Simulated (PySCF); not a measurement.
H3O3Sc, SMILES [OH][Sc]([OH])[OH]. Coordinates come from a B3LYP-D3(BJ)/def2-SVP optimisation. Other conformers were not sampled.

Computed with B3LYP-D3(BJ)/def2-SVP run with PySCF 2.14.0.

Harmonic wavenumbers (cm⁻¹): 95, 162, 162, 250, 310, 310, 391, 391, 422, 667, 756, 756, 3926, 3926, 3929. Rotational constants (GHz): 5.274, 5.274, 2.637; symmetry number 3.

Problem. Work out the zero-point energy and the ideal-gas rigid-rotor harmonic-oscillator thermochemistry at 298.15 K and 1 atm.

Solution. ZPE = ½ Σ hcν = ½ × 16453 cm⁻¹ = 98.41 kJ/mol. H − E(el) = 120.22 kJ/mol. Entropy in J/(mol K): translation 165.67, rotation 99.17, vibration 70.26, total 335.10. G − E(el) = 20.31 kJ/mol. Cp = 106.68 J/(mol K). Modes under 150 cm⁻¹ make the vibrational entropy uncertain.
